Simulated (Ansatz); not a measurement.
C₃H₉ClGe, charge +1, doublet, geometry from GFN2-xTB (a state made from the parent by changing its charge; the spin is typed, not shown lowest). Base run: HF/STO-3G (Ansatz, a quantum-chemistry and plane-wave program).

Geometry (Å):
```xyz
14

C     -0.7983     1.6335    -1.1426
Ge    -0.0703     0.0277    -0.2323
C      1.6369    -0.8035    -1.0453
C     -1.2406    -1.6735    -0.2786
Cl     0.3555     0.4061     1.7951
H     -1.0130     1.4227    -2.1875
H     -1.7145     1.9529    -0.6472
H     -0.0773     2.4480    -1.0835
H      1.9670    -1.6240    -0.4163
H      1.4010    -1.1394    -2.0498
H      2.3627     0.0050    -1.0543
H     -1.3565    -1.9731    -1.3151
H     -2.1884    -1.3710     0.1583
H     -0.7633    -2.4496     0.3111
```
Charge +1, spin multiplicity 2.
Orbitals are unrestricted.
All else is at Ansatz's defaults.

Variants of this job, named by their change:

```tsv
change	basis functions	E (Eh)	core-seconds (rough)
base	51	-2623.60476	1
basis = def2-SV(P)	110	-2652.91844	6
basis = 6-31G*	117	-2653.13196	6
basis = pcseg-1	132	-2653.09510	8
basis = 6-31G**	144	-2653.14858	9
basis = 6-311G**	[?]	[?]	20
basis = def2-SVPD	197	-2652.96160	20
basis = aug-cc-pVDZ	[?]	[?]	30
basis = def2-TZVP	[?]	[?]	30
basis = def2-TZVPD	292	-2653.50868	80
basis = pcseg-2	293	-2653.51421	80
basis = cc-pV(T+d)Z	298	-2653.55438	80
basis = def2-TZVPP	[?]	[?]	80
```

Fill in the missing entries.


- basis = 6-311G**, basis functions: 179
- basis = 6-311G**, E (Eh): -2653.43787
- basis = aug-cc-pVDZ, basis functions: 213
- basis = aug-cc-pVDZ, E (Eh): -2653.43285
- basis = def2-TZVP, basis functions: 232
- basis = def2-TZVP, E (Eh): -2653.50686
- basis = def2-TZVPP, basis functions: 309
- basis = def2-TZVPP, E (Eh): -2653.51043

Totals compare only among sets that treat the same electrons; sets with core potentials leave the core out.
